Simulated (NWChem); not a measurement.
# hexane (C₆H₁₄); SMILES CCCCCC

```xyz
20

C      0.5306    -2.9709    -0.1111
C     -0.4008    -1.8284     0.2635
C      0.0835    -0.4649    -0.2143
C     -0.8471     0.6809     0.1656
C     -0.4226     2.0545    -0.3496
C      0.8851     2.5762     0.2299
H      0.6525    -3.0465    -1.2039
H      1.5345    -2.8276     0.3207
H      0.1511    -3.9400     0.2476
H     -1.4073    -2.0208    -0.1494
H     -0.5310    -1.8015     1.3602
H      1.0936    -0.2822     0.1934
H      0.2049    -0.4857    -1.3135
H     -0.9446     0.7197     1.2666
H     -1.8592     0.4552    -0.2144
H     -0.3489     2.0199    -1.4516
H     -1.2266     2.7771    -0.1283
H      0.8420     2.6250     1.3305
H      1.1090     3.5896    -0.1373
H      1.7409     1.9372    -0.0378
```
Atoms are numbered in this order, from 1.

Results from NWChem. The geometry was optimised at PBE0/def2-SVP. No frequency run checked for a minimum. Level: M05-2X/def2-SVP with SMD (1 M gas to 1 M solution), gas-phase geometry.

Task: Predict the results for solvent N,N-dimethylformamide. Quantities: solvation free energy (kcal/mol); cavity-dispersion-structure term (kcal/mol); dipole in solution (D).

Result: solvation free energy (kcal/mol): -2.3
cavity-dispersion-structure term (kcal/mol): -1.4
dipole in solution (D): 0.04
